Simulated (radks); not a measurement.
These are the eigenvalues of the occupied orbitals of an atom or ion with whole-number occupations (eV). All-electron calculation, Dirac Kohn-Sham, PBE, spin-unpolarised, spherical densities, finite nucleus; Fermi nuclear charge, rms radius of each element as measured or else 0.836 A^(1/3) + 0.57 fm. Program: a radial shooting solver on a logarithmic mesh with Libxc functionals.

| orbital | eigenvalue |
|---|---|
| 1s1/2 | -11069.25 |
| 2s1/2 | -1483.319 |
| 2p1/2 | -1331.753 |
| 2p3/2 | -1299.878 |
| 3s1/2 | -274.1018 |
| 3p1/2 | -223.7086 |
| 3p3/2 | -219.1834 |
| 3d3/2 | -133.2286 |
| 3d5/2 | -132.5406 |

Which element is it, and in what charge state? The configuration may be excited. Open shells, if any, fill j = l - 1/2 first.

Answer. Z = 32, germanium, charge +6: Ge6+ in [Ar] 3d8. The list shows which subshells hold electrons but not how many an open one holds; the 1s level, -406.79 hartree, gives Z - s = 28.5 by -(Z - s)^2/2, which with screening and relativity narrows Z to a few neighbours, and the depths of the outer levels then fix element, charge and occupations together.
